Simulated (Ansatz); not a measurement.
`OBCl` + CH₃OH → `COBCl` + H₂O at 400 K and 1 bar (ligand exchange at a B–O bond).

Computed with Ansatz on PBE0-D4/def2-TZVP structures; ΔE is electronic, products minus reactants. CBS: MP2 limit from def2 TZ/QZ plus the TZ coupled-cluster correction, frozen cores. This one scheme is used for every species. One conformer a species, not always the lowest.

```json
{"species": "`OBCl`", "CCSD(T)/CBS energy (Eh)": "-561.03999", "H − E (kJ/mol)": "93.6", "S (J/(mol·K))": "281.2"}
{"species": "CH₃OH", "CCSD(T)/CBS energy (Eh)": "-115.61712", "H − E (kJ/mol)": "151.2", "S (J/(mol·K))": "252.6"}
{"species": "`COBCl`", "CCSD(T)/CBS energy (Eh)": "-600.27977", "H − E (kJ/mol)": "173.7", "S (J/(mol·K))": "326.3"}
{"species": "H₂O", "CCSD(T)/CBS energy (Eh)": "-76.37941", "H − E (kJ/mol)": "69.8", "S (J/(mol·K))": "198.6"}
```

H − E and S are ideal-gas, rigid-rotor, harmonic terms from PBE0-D4/def2-TZVP, for one conformer and one mirror image of each species. 1 Eh = 2625.50 kJ/mol, R = 8.31446 J/(mol·K).

Question: By hand: ΔE, ΔH, ΔS and ΔG.

Answer: ΔE = (-600.27977) + (-76.37941) − (-561.03999) − (-115.61712) = -0.00207 Eh = -5.4 kJ/mol. Δ(H − E) = 173.7 + 69.8 − 93.6 − 151.2 = -1.3, so ΔH = -6.7 kJ/mol. ΔS = 326.3 + 198.6 − 281.2 − 252.6 = -8.9 J/(mol·K). ΔG = -6.7 − 400 × (-8.9)/1000 = -3.1 kJ/mol.

Question: By hand: the equilibrium constant, and the temperature at which ΔG would vanish if ΔH and ΔS stayed fixed.

Answer: log₁₀ K = −ΔG/(RT ln 10) = 0.4. ΔG = 0 at ΔH/ΔS = 753 K, though so small a ΔH makes that figure unsure.

TΔS isn't small against ΔH here. The sign of ΔG lies within the doubt. A doubt of 5 kJ/mol in ΔE shifts log₁₀ K by 0.7 here. Other conformers and mirror images would add mixing entropy, several J/(mol·K) or more a flexible species. These are equilibria of isolated gas molecules and say nothing of rates. Largest T1 diagnostic: 0.012 (customary marks: 0.02 for closed shells, 0.045 for open ones).
